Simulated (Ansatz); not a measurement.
Geometry optimisation, RKS PBE/def2-SVP (Ansatz).

Input:

```yaml
crystal:
  periodic: [false, false, false]
  atoms:
    - { symbol: Hf, position_ang: [-0.2323, 0.485, 0.8797] }
    - { symbol: O, position_ang: [1.6045, -0.2066, -0.8472] }
    - { symbol: "N", position_ang: [-0.7533, -0.9404, -0.3204] }
    - { symbol: H, position_ang: [0.4611, -0.7861, -0.8751] }
    - { symbol: Cl, position_ang: [-0.4658, 2.5623, -0.1008] }
    - { symbol: Cl, position_ang: [-1.4794, 0.3927, 2.8122] }
    - { symbol: H, position_ang: [1.6081, 0.3956, -1.5956] }
    - { symbol: H, position_ang: [-0.7431, -1.9026, 0.0471] }
basis:
  gaussian: { orbitals: def2-SVP }
hamiltonian:
  xc: pbe
relax:
  f_tol: 0.15
  max_steps: 25
  restrain:
    - { distance: [3, 1], at: 2.27, k: 30.0 }
    - { distance: [0, 1], at: 2.41, k: 30.0 }
    - { distance: [3, 2], at: 1.02, k: 30.0 }
```

Command:

```bash
$ ansatz run input.yaml --threads 2 --pin off --max-ram 3072MiB --backend cpu --events-out ev --progress --plain --runs-dir out
```

**Question.** Where does it end, and by what steps?

**Answer.** It converged. The restraints hold the end off the free minimum. After 13 steps the energy has fallen by 2.322 eV (the restraints' own energy left out); Cl6 moved furthest, 1.10 Å. Joined: N3–H4.

```tsv
step	energy less start (eV)	largest force component (eV/Å)	accepted
0	0.0000	2.253	yes
1	-0.1758	1.992	yes
2	-0.4247	2.347	yes
3	-1.1272	2.488	yes
4	-1.5896	2.504	yes
5	-1.8278	2.780	yes
6	-1.9995	2.843	yes
7	-2.1154	3.043	yes
8	-2.2444	3.199	yes
9	-2.3075	3.154	yes
10	-2.3141	3.285	yes
11	-2.2137	3.229	no
12	-2.2781	3.113	no
13	-2.3221	3.239	yes
```

```xyz
8
Properties=species:S:1:pos:R:3
Hf -0.149 0.565 0.501
O 1.819 -0.015 -0.506
N -0.840 -1.090 -0.328
H 0.010 -1.370 -0.842
Cl -1.217 2.494 -0.354
Cl -0.378 0.464 2.857
H 2.374 0.695 -0.891
H -1.618 -1.742 -0.437
```

Whether the end is a true minimum wasn't checked by a vibrational analysis.

Time of the run: 60 s on 2 threads of Intel(R) Xeon(R) Processor @ 2.70GHz, on a shared host, peak memory 0.24 GiB.
